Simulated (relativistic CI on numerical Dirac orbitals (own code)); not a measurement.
Ru4+ (4d4) in a crystal field

Calculated by Dirac-Coulomb-Breit CI, orbitals from a KLI potential per configuration, a model potential for QED, valence Slater integrals scaled by 0.65, one configuration in a parametric crystal field (own radial code).

Field parameters in Wybourne normalisation: D3d B²₀ = −7Dσ, B⁴₀ = −14Dq − 21Dτ, B⁴₃ = −14√(10/7) Dq; Oh B⁴₀ = 21Dq, B⁴₄ = √(5/14) B⁴₀. The field is a parameter set, without covalency.

S and J are read from ⟨S²⟩ = S(S + 1) and ⟨J²⟩ = J(J + 1) of each level; they are not fictitious spins.

D3d, 10Dq = 44800, Dσ = -470, Dτ = -410 cm⁻¹, the lowest 10 levels:

```
E (cm⁻¹)  Degeneracy  Irrep     S     J
     0.0           1     A1  0.99  4.25
     460           1     A2  1.00  4.19
     956           2      E  1.00  4.06
    1644           2      E  1.00  3.82
    5077           1     A1  0.89  4.05
    5214           2      E  0.98  3.96
    6845           1     A1  0.29  4.31
    9507           2      E  0.08  4.45
   13464           2      E  0.02  4.44
   22392           1     A1  0.03  3.79
```

Oh, 10Dq = 21950 cm⁻¹, the lowest 16 levels:

| E (cm⁻¹) | Degeneracy | Irrep | S | J |
| --- | --- | --- | --- | --- |
| 0.0 | 1 | A1 | 1.05 | 4.17 |
| 1006 | 3 | T1 | 1.05 | 4.11 |
| 2202 | 2 | E | 1.04 | 3.77 |
| 2239 | 3 | T2 | 1.01 | 3.88 |
| 8430 | 1 | A2 | 2.00 | 3.00 |
| 8495 | 3 | T2 | 1.96 | 3.01 |
| 8579 | 2 | E | 1.96 | 2.97 |
| 8654 | 3 | T1 | 1.96 | 2.95 |
| 8706 | 1 | A1 | 1.96 | 2.93 |
| 9274 | 3 | T2 | 0.18 | 4.52 |
| 10130 | 2 | E | 0.10 | 4.67 |
| 17829 | 1 | A1 | 0.20 | 3.85 |
| 21259 | 3 | T1 | 1.00 | 4.88 |
| 21347 | 1 | A1 | 0.98 | 4.27 |
| 21585 | 3 | T1 | 1.03 | 4.30 |
| 21629 | 3 | T2 | 1.00 | 4.97 |

D3d, 10Dq = 32750, Dσ = -780, Dτ = -480 cm⁻¹, the lowest 10 levels:

```json
{"E (cm⁻¹)": "0.0", "Degeneracy": "1", "Irrep": "A1", "S": "0.98", "J": "4.20"}
{"E (cm⁻¹)": "520", "Degeneracy": "1", "Irrep": "A2", "S": "1.01", "J": "4.18"}
{"E (cm⁻¹)": "1044", "Degeneracy": "2", "Irrep": "E", "S": "1.00", "J": "4.03"}
{"E (cm⁻¹)": "1741", "Degeneracy": "2", "Irrep": "E", "S": "1.00", "J": "3.83"}
{"E (cm⁻¹)": "5253", "Degeneracy": "1", "Irrep": "A1", "S": "0.29", "J": "4.42"}
{"E (cm⁻¹)": "6478", "Degeneracy": "2", "Irrep": "E", "S": "0.97", "J": "3.99"}
{"E (cm⁻¹)": "6890", "Degeneracy": "1", "Irrep": "A1", "S": "0.92", "J": "3.97"}
{"E (cm⁻¹)": "9511", "Degeneracy": "2", "Irrep": "E", "S": "0.14", "J": "4.51"}
{"E (cm⁻¹)": "14608", "Degeneracy": "2", "Irrep": "E", "S": "0.04", "J": "4.52"}
{"E (cm⁻¹)": "18318", "Degeneracy": "1", "Irrep": "A2", "S": "2.00", "J": "3.00"}
```

The free-ion ground term has S = 2. The field overcomes the spin-pairing energy for D3d, 10Dq = 44800, Dσ = -470, Dτ = -410 cm⁻¹; Oh, 10Dq = 21950 cm⁻¹; D3d, 10Dq = 32750, Dσ = -780, Dτ = -480 cm⁻¹, where the ground state has lower spin; these fields are assumed values.

Levels of this model without a field, named by their leading LS term (the scale mimics covalency, so terms lie below those of the real free ion): ⁵D0 0, ⁵D1 547, ⁵D2 1395, ⁵D3 2394, ⁵D4 3472, ³P0 12730, ³H4 13269, ³H5 14505 cm⁻¹.
